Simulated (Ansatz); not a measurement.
Reaction (formal exchange of groups at the Si–Al bond): `FC[SiH](F)[AlH2]` + `CCl` → `FC[SiH](F)CCl` + `[AlH3]`

Calculated with Ansatz (gas phase, PBE0-D4/def2-TZVP geometries, no zero-point term in ΔE). CCSD(T)/CBS is the MP2 limit (def2-TZVPP, def2-QZVPP) plus CCSD(T) − MP2 in def2-TZVPP, frozen cores. This one scheme is used for every species. DFT in def2-TZVPP. One conformer a species, not always the lowest.

CCSD(T)/CBS gives -0.11 eV.

Question: Another level gave -0.08 eV. Which?
A. B97M-V/def2-TZVPP
B. r2SCAN0/def2-TZVPP
C. revPBE-D4/def2-TZVPP
D. CAM-B3LYP-D4/def2-TZVPP

Answer: B. r2SCAN0 -0.08, revPBE-D4 0.00, CAM-B3LYP-D4 -0.14, B97M-V -0.20 eV.

Largest T1 diagnostic among the species: 0.012.

At CCSD(T), def2-SVP lies −0.08 eV from the extrapolated value and def2-TZVPP −0.01 eV. The D4 term adds −0.07 eV with B3LYP and −0.04 eV with PBE0; it sums over pairs of atoms, weighted by their polarisabilities, and B3LYP, whose exchange is more repulsive, gets the larger term. From BLYP to BHLYP (50 % exact exchange), in def2-TZVPP and without D4, ΔE moves by −0.11 eV.

B3LYP here is the variant with VWN-RPA as its local correlation; programs differ in this.
